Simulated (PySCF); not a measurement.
FHZn. Atoms are numbered in the order given.

```xyz
3

Zn     0.0000     0.0000    -0.3560
H      0.0000     0.0000    -1.8629
F      0.0000     0.0000     1.3936
```

Geometry: PBE0-D3(BJ)/def2-TZVP.

The numbers are results of TDDFT-CAM-B3LYP/def2-TZVPD run with PySCF 2.14.0, not measurements.

Vertical excitations; the highest root listed may be one member of a degenerate set. Isolated molecule, no solvent. State labels are in the subgroup C2v.

List the lowest excited states. (The exact figures need the calculation; the answer reports its results.)


```tsv
state	symmetry	energy (eV)	λ (nm)	f	main pairs
S1	B1	7.94	156	0.014	HOMO−2→LUMO+2, HOMO→LUMO (degenerate set)
S2	B2	7.94	156	0.014	HOMO−1→LUMO+2, HOMO→LUMO+1 (degenerate set)
S3	B1	8.08	153	0.195	HOMO→LUMO, HOMO−2→LUMO+2 (degenerate set)
S4	B2	8.08	153	0.195	HOMO→LUMO+1, HOMO−1→LUMO+2 (degenerate set)
S5	A2	8.37	148	0.000	HOMO−2→LUMO+1 44 %, HOMO−1→LUMO 44 %
S6	A1	8.42	147	0.219	HOMO→LUMO+2 63 %, HOMO−1→LUMO+1 13 %, HOMO−2→LUMO 13 %
S7	A2	8.43	147	0.000	HOMO−1→LUMO, HOMO−2→LUMO+1 (degenerate set)
S8	A1	8.43	147	0.000	HOMO−1→LUMO+1, HOMO−2→LUMO (degenerate set)
S9	A1	8.81	141	0.160	HOMO−3→LUMO+2 41 %, HOMO→LUMO+2 28 %, HOMO−2→LUMO 11 %, HOMO−1→LUMO+1 11 %
S10	B1	9.39	132	0.164	HOMO−3→LUMO 86 %
T1	A1	6.64	187	0	HOMO→LUMO+2 82 %
T2	B2	7.12	174	0	HOMO→LUMO+1, HOMO→LUMO+5 (degenerate set)
T3	B1	7.12	174	0	HOMO→LUMO, HOMO→LUMO+4 (degenerate set)
T4	B1	7.62	163	0	HOMO−2→LUMO+2 90 %
```
Triplets are in the Tamm–Dancoff approximation, which puts them higher than full response would, so one can lie above its singlet here.
